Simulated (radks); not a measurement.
Results of a calculation; reference values are marked as such.
Problem. The table gives one normalised radial function P(r) = r R(r) of F+ in [He] 2s2 2p4 (r in bohr). Level of theory: scalar-relativistic Kohn-Sham, PBEsol, spin-polarised, spherical densities, finite nucleus; open shells are filled with parallel spins first; Fermi nuclear charge, rms radius 2.8976 fm (a radial shooting solver on a logarithmic mesh with Libxc functionals).

r	P
0.009362	0.4463
0.01279	0.5908
0.01747	0.7734
0.02387	0.9970
0.03235	1.2515
0.0442	1.5373
0.06038	1.8177
0.08249	2.0417
0.1127	2.1400
0.154	2.0439
0.2103	1.7234
0.2873	1.2298
0.3925	0.7028
0.5363	0.2987
0.7326	0.0852
0.9929	0.0150
1.356	0.0013
1.853	0.0000
2.532	0.0000
3.459	0.0000

Which n and l does it have? It may be an empty orbital.

Solution. n = 1, l = 0: the number of nodes gives n - l - 1 = 0, the rise at small r (about r^(l+1)) gives l, and the extent must fit the shell. The curve is that of 1s up; the table hardly tells the two spins apart. 1s up: eigenvalue -682.23 eV, 0 radial nodes, <r> = 0.177 bohr, 90 % of the charge inside 0.317 bohr.
